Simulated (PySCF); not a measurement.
**Radial density of Ru⁺ (ruthenium, charge +1)**

r2SCAN0, [Kr] 4d7, high-spin 4F determinant. All numbers are calculated (PySCF 2.14, scalar relativity through the core potential, in aug-cc-pVTZ-PP with one added diffuse shell each of s, p, d, f, g type with ECP28MDF (7s7p6d4f3g, 113 functions)). This is the valence pseudo-density: the core potential removes the inner electrons and smooths the orbitals near the nucleus.

```csv
r (bohr),4πr²ρ (e/bohr),4πr²(ρα − ρβ)
0.0314,2.348e-05,0.0000
0.0528,5.639e-05,0.0000
0.0888,0.0001910,0.0000
0.149,0.001657,0.0003
0.251,0.02658,0.0046
0.423,0.7001,0.0843
0.711,8.497,0.8943
1.20,12.34,2.1790
2.01,3.250,1.0549
3.38,0.3443,0.1079
5.69,0.006658,0.0010
9.57,1.927e-05,0.0000
```

Energies and moments cover only the electrons outside the core potential.
